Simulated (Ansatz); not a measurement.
Consider the ligand exchange at the Si–O bond: `[OH][GeH2][O][SiH3]` + `OBN[SiH3]` → `OBN([SiH3])[SiH3]` + `[OH][GeH2][OH]`.

Computed with Ansatz on PBE0-D4/def2-TZVP structures; ΔE is electronic, products minus reactants. CCSD(T)/CBS adds triple-zeta CCSD(T) − MP2 to the extrapolated MP2 energy (def2 sets, frozen cores). For Ge outer-core shells are correlated without core-valence functions, which leaves a few kJ/mol of doubt a bond. Scalar relativity is left out up to krypton. One conformer a species, not always the lowest.

| species | HF/def2-TZVPP energy (Eh) |
| --- | --- |
| `[OH][GeH2][O][SiH3]` | -2517.69656 |
| `OBN[SiH3]` | -446.62277 |
| `OBN([SiH3])[SiH3]` | -736.74969 |
| `[OH][GeH2][OH]` | -2227.54045 |

(1) Work out ΔE.

Largest T1 diagnostic among the species: 0.012.

Answers

(1) ΔE = (-736.74969) + (-2227.54045) − (-2517.69656) − (-446.62277) = 0.02919 Eh = +76.6 kJ/mol. CCSD(T)/CBS gives +55.8 kJ/mol.

The D4 term adds −5.7 kJ/mol with B3LYP and −3.0 kJ/mol with PBE0; it sums over pairs of atoms, weighted by their polarisabilities, and B3LYP, whose exchange is more repulsive, gets the larger term. In def2-TZVPP, CCSD(T) changes the Hartree–Fock value by −20.5 kJ/mol (the triples alone add −3.2 kJ/mol) and MP2 by −21.5 kJ/mol.

B3LYP here is the variant with VWN-RPA as its local correlation; programs differ in this.
